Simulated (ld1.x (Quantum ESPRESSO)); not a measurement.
Configuration tests for thulium (TM)

| Quantity | Value |
| --- | --- |
| Element | Tm (Z = 69) |
| Generator | ld1.x (Quantum ESPRESSO) 7.5 |
| Type | norm-conserving Troullier–Martins (Kleinman–Bylander form) |
| Functional | LDA (PZ) |
| Relativity | scalar-relativistic |
| Frozen core | [Kr] 4d10 |
| Valence charge | 23 |
| Reference configuration | 4f13 5s2 5p6 5d0.5 6s1.5 6p0 |
| Partial waves | 5p (bound): rc 1.74 bohr; 5d (bound): rc 3.65 bohr; 4f (bound): rc 1.20 bohr; 5s (bound): rc 1.45 bohr |
| Local potential | the s channel |
| Core correction | a·sin(br)/r model core, default radius (core density twice the valence density) |

Occupied shells without a wave of their own: 6s. They enter only through the test configuration that unscreens the potential, and ld1.x also counts them in the model core charge.

Energies are relative to the spin-unpolarised reference configuration 4f13 5s2 5p6 5d0.5 6s1.5 6p0; without spin polarisation the order of configurations can differ from experiment. Spin-polarised rows fill each open shell by Hund’s rule, majority spin first.

ld1.x takes every shell without a wave as core, so the model core holds the 6s electrons as well and exchange and correlation see them twice. This cancels in the reference configuration, but the file is broken for other ones, and its errors say nothing about a proper core correction.

```tsv
valence configuration	charge	ΔE all-electron (eV)	error AE − PS (meV)
4f13 5s2 5p6 5d0 6s2 6p0	0	-1.551	+48
4f13 5s2 5p6 5d0 6s1 6p0	+1	5.130	-159
4f13 5s2 5p6 5d0 6s0 6p0	+2	17.443	-820
4f13 5s2 5p6 5d0 6s1.5 6p0	+0.5	1.112	-18
4f13 5s2 5p6 5d0 6s0 6p2	0	4.627	-225
4f12 5s2 5p6 5d1 6s2 6p0	0	3.411	-53
4f14 5s2 5p6 5d0 6s0 6p0	+1	7.035	-517
4f13 5s2 5p6 5d0.5 6s1.5 6p0 (spin-polarised)	0	-0.294	+3.8
4f13 5s2 5p6 5d0 6s2 6p0 (spin-polarised)	0	-1.731	+71
```

Levels in the configuration 4f13 5s2 5p6 5d0 6s1 6p0:

```tsv
level	all-electron (eV)	pseudo (eV)
4f	-10.057	-10.141
5s	-60.357	-60.450
5p	-33.848	-33.946
6s	-9.447	-9.816
```

These tests converged, but a pseudo level misses the all-electron one widely, so the file describes the atom poorly there or has found another state: 4f13 5s2 5p6 5d0 6s0 6p0: empty 6p by 4.8 eV; 4f14 5s2 5p6 5d0 6s0 6p0: empty 6p by 3.2 eV.
